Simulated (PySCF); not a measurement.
# Two-component Hartree-Fock for Au⁺ (gold, charge +1)

Start: [Xe] 4f14 5d9 6p1; 5d3/2 filled at m_j = -3/2, -1/2, +1/2, +3/2; 5d5/2 filled at m_j = -3/2, -1/2, +1/2, +3/2, +5/2; 6p3/2 filled at m_j = +3/2. Calculated with PySCF 2.14 in x2c-SVPall-2c with one added diffuse shell each of s, d type (8s9p10d2f, 99 functions): generalised Hartree-Fock with the X2C-1e Hamiltonian and a Gaussian nucleus; one run each with spin-orbit coupling (SO) switched off, then screened by Boettger's factors. This is a chosen level, not necessarily the ground level.

```tsv
spinor shell	electrons	ε, spin-free (eV)	ε, screened SO (eV)	weight of nominal j (screened SO)	rms radius, screened SO (bohr)
1s1/2	2	-81186.3	-81155.4	1.000	0.0191
2s1/2	2	-14488.7	-14479.0	1.000	0.0769
2p1/2	2	-12540.6	-13862.5	1.000	0.0651
2p3/2	4	-12540.6	-12021.1	1.000	0.0731
3s1/2	2	-3499.7	-3496.5	1.000	0.196
3p1/2	2	-2925.6	-3220.1	1.000	0.188
3p3/2	4	-2925.6	-2807.4	1.000	0.204
3d3/2	4	-2302.0	-2352.4	1.000	0.180
3d5/2	6	-2302.0	-2265.3	1.000	0.183
4s1/2	2	-807.95	-806.95	1.000	0.432
4p1/2	2	-616.47	-687.77	1.000	0.438
4p3/2	4	-616.47	-587.60	1.000	0.471
4d3/2	4	-381.34	-392.03	1.000	0.487
4d5/2	6	-381.34	-373.15	1.000	0.496
5s1/2	2	-142.17	-142.01	1.000	0.998
4f5/2	6	-118.31	-120.03	0.999	0.544
4f7/2	8	-118.31	-116.19	0.999	0.546
5p1/2	2	-88.834	-100.92	0.999	1.13
5p3/2	4	-88.834	-83.740	0.999	1.16
5d3/2	4	-26.422	-27.667	0.972	1.58
5d5/2	5	-26.422	-25.491	0.975	1.65
6p3/2	1	-10.331	-10.192	1.000	4.01
```

```tsv
quantity	spin-free	screened SO
E (hartree)	-18995.86925	-19025.01945
M_J	4	4
⟨J²⟩	20.121	20.190
⟨L²⟩	12.093	12.248
⟨S²⟩	2.028	2.175
```

Each row is a mean over spinors that exchange with the open shell spreads, by up to 4.728 eV (5p3/2).

⟨J²⟩ departs a little from M_J(M_J + 1) because the unrestricted spinors polarise the closed shells.

Breit and QED terms are absent; they matter most for the inner s and p1/2 levels.

Densities and radii are taken from the X2C orbitals without a picture-change correction, which distorts them close to the nucleus.

Without spin-orbit coupling the j labels of p, d and f shells carry no meaning; the spin-free column gives the mean over the occupied spinors of each nl shell.
